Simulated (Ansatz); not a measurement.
CH2Cl, SMILES [CH2]Cl, multiplicity 2.

The structure is a stationary point at r2SCAN-D4/def2-TZVP. The isomer is the one that the SMILES or the coordinates give; other isomers of the formula were not compared.

Two levels are set side by side: PBE/def2-TZVPD (Ansatz, a quantum-chemistry and plane-wave program) and PBE0/def2-TZVPD (Ansatz). Energy differences of separate SCF runs at the same geometry; the states with an electron removed or added have multiplicity 1 and 1. Differences are taken from unrounded values.

```tsv
quantity	PBE
vertical ionisation energy (eV)	8.83
```

Question: These are the PBE values. What does PBE0 give? (An estimate is asked for; the answer gives what the named calculation found.)

Answer: 
```
quantity                         PBE0  PBE minus PBE0
-------------------------------  ----  --------------
vertical ionisation energy (eV)  9.01           -0.18
```
